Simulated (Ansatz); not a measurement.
```xyz
10

O     1.598    0.517    1.174
C     1.455   -0.347    0.351
C     0.188   -0.570   -0.415
Si   -1.170    0.657    0.048
H     2.292   -1.041    0.121
H     0.418   -0.520   -1.486
H    -0.140   -1.604   -0.249
H    -0.745    2.045   -0.253
H    -2.369    0.337   -0.773
H    -1.527    0.526    1.482
```

Charge 0, multiplicity 1.

Question: List the PBE/def2-TZVPP orbital energies in eV (Ansatz 0.2.0). (Estimate.)

Answer: Ansatz gave: Occupied: -1779.50, -510.49, -271.54, -269.33, -137.27, -94.00, -93.99, -93.99, -26.59, -18.85, -14.56, -12.72, -12.02, -11.38, -10.68, -9.33, -8.25, -8.22, -8.17, -6.12. Lowest empty: -2.10, -0.15, 0.66, 0.72, 0.87, 1.21, 1.42, 2.05.
